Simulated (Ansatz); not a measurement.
# Pulling the pair apart

The pair of HBr (SMILES Br, atoms 1–2) and CH2O (SMILES C=O, atoms 3–6), both closed shells, in one local arrangement (a lower one may exist), relaxed at PBE0-D4/def2-TZVP:

| atom | x (Å) | y (Å) | z (Å) |
| --- | --- | --- | --- |
| Br1 | -0.1722 | -0.5988 | -2.5768 |
| H2 | -0.5215 | 0.1291 | -1.3740 |
| C3 | 0.1820 | 0.1103 | 0.9939 |
| O4 | -0.6088 | 0.7402 | 0.3454 |
| H5 | 0.8070 | -0.6791 | 0.5379 |
| H6 | 0.3135 | 0.2982 | 2.0736 |

CH2O is shifted rigidly along the line between the mean atom positions of the two fragments (negative: closer). Counterpoise interaction energies in kcal/mol. Ansatz 0.2.0; basis: def2-TZVPPD; cores frozen in the correlated methods. Filled d shells of the heavier atoms are correlated. The def2 sets are not built for correlating such inner shells, so the correlated values are less sure here. B3LYP uses VWN-RPA correlation.

```tsv
shift (Å)	PBE0-D4	MP2	B3LYP-D4
-0.32	-3.72	-2.24	-2.36
-0.16	-5.39	-4.27	-4.56
0.00	-5.77	-4.93	-5.29
0.16	-5.52	-4.89	-5.25
0.39	-4.75	-4.33	-4.61
0.81	-3.25	-3.03	-3.13
1.62	-1.47	-1.39	-1.35
3.24	-0.41	-0.40	-0.40
```

(1) What does CCSD(T) give at these shifts? (An estimate is asked for; the value comes from the calculation.)

The T1 diagnostic stays at or below 0.012.

Results:

(1) The calculation gives: -0.55, -3.04, -4.06, -4.29, -3.96, -2.86, -1.33, -0.38 kcal/mol. For zero shift, CCSD(T) at an estimated basis limit (MP2 extrapolated from triple and quadruple zeta, plus CCSD(T) − MP2 in triple zeta) gives -5.11 kcal/mol. These are counterpoise interaction energies, counted from the two frozen fragments.

For scale, one of the runs: CCSD(T)/def2-TZVPPD, 185 basis functions, launched by `ansatz run in.yaml --threads 4 --pin off --events-out ev --progress --plain --max-ram 9574MiB`. The run took 30 s on 4 CPU threads of an Intel Xeon Platinum 8375C (shared host), with 2 GiB of host memory at its peak.
